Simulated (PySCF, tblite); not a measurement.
Isomers of C4H12P2Si, one GFN2-xTB conformer each. Single-point energies are computed at PBE0/pcSseg-1 (PySCF, gas phase, no added dispersion term), electronic only.

Question: Rank them by PBE0/pcSseg-1 energy, lowest first (kcal/mol).
A. `[PH2:1][SiH2:2][PH:3][CH:4]1[CH2:5][CH2:6][CH2:7]1` with H–P1–Si2–P3 42° and -50°, P1–Si2–P3–C4 174°, Si2–P3–C4–C5 -58°, P3–C4–C5–C6 -133°, C4–C5–C6–C7 13°, C5–C6–C7–C4 -13°, P3–C4–C7–C6 136°
B. `[CH3:1][C@H:2]1[CH2:3][CH2:4][Si:5]1([PH2:6])[PH2:7]` with C4–Si5–P6–H -97° and -5°, C4–Si5–P7–H -177° and -84°, C1–C2–C3–C4 135°, C2–C3–C4–Si5 -14°, C3–C4–Si5–P6 -95°, C1–C2–Si5–C4 -130°

Answer: B (0.0), A (13.2).

As drawn, the lower has an Si–C bond, which the higher lacks. GFN2-xTB itself gives, in the same order: 7.9, 0.0. GFN2-xTB puts P[SiH2]PC1CCC1 lowest instead.

Q: Which frontier levels, dipoles and rotational constants go with these structures?

A: 
```json
{"SMILES": "C[C@H]1CC[Si]1(P)P", "HOMO (eV, PBE0/pcSseg-1)": "-7.16", "LUMO (eV)": "-0.07", "dipole (D)": "0.92", "A, B, C (MHz)": "1509, 1129, 872.5"}
{"SMILES": "P[SiH2]PC1CCC1", "HOMO (eV, PBE0/pcSseg-1)": "-6.97", "LUMO (eV)": "0.09", "dipole (D)": "2.13", "A, B, C (MHz)": "4308, 582.9, 542.9"}
```

Q: What happens when harmonic zero-point energies from GFN2-xTB frequencies are added?

A: 
```
            SMILES  ZPE (kcal/mol)  electronic (kcal/mol)  with ZPE (kcal/mol)
C[C@H]1CC[Si]1(P)P            91.4                    0.0                  0.0
    P[SiH2]PC1CCC1            89.9                   13.2                 11.7
```

The zero-point energies span 1.5 kcal/mol. The order is unchanged.
